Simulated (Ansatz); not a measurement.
[Co(PH3)Cl5]2- (CoPH3Cl5²⁻) was relaxed with PBE0-D4 (def2-SVPD) in Ansatz in these states: charge -2 quintet, charge -2 singlet. The geometries follow in no particular order.

A multiply charged anion in the gas phase is held together partly by the finite basis.

A:

```xyz
10

Co    0.000   -0.151    1.141
P    -0.014    0.225   -1.289
H    -1.220   -0.016   -2.000
H     0.899   -0.486   -2.104
H     0.250    1.548   -1.758
Cl    0.153   -0.948    3.272
Cl   -2.387    0.166    0.871
Cl    2.393   -0.184    0.514
Cl    0.197    2.226    1.373
Cl   -0.270   -2.380   -0.020
```

B:

Cartesian coordinates in Å:
```
Co 0.706 -0.079 0.597
P -0.959 0.132 -0.807
H -2.276 0.074 -0.281
H -1.061 -0.813 -1.855
H -1.055 1.339 -1.554
Cl 2.454 -0.482 2.024
Cl -0.759 0.560 2.258
Cl 1.879 -0.624 -1.330
Cl 1.234 2.133 0.259
Cl -0.162 -2.240 0.688
```

Q: Judge from the bond lengths which geometry belongs to which state (an estimate).

A: A is the charge -2 quintet (Co1–P2 2.459 Å, Co1–Cl10 2.528 Å, Co1–Cl8 2.474 Å); B is the charge -2 singlet (Co1–P2 2.188 Å, Co1–Cl10 2.331 Å, Co1–Cl8 2.321 Å).

At PBE0-D4/def2-SVPD the highest occupied level of the charge -2 quintet lies above zero (up to 0.34 eV). It is a level of β spin, whose loss leaves a sextet; that state wasn't run at this geometry and level. The electron is either unbound and held by the finite basis, or the level is raised by self-interaction error. At PBE0-D4/def2-SVPD the highest occupied level of the charge -2 singlet lies above zero (up to 0.54 eV). The electron is either unbound and held by the finite basis, or the level is raised by self-interaction error. At PBE-D4/def2-TZVPD a singlet lies 0.66 eV below the charge -2 quintet.
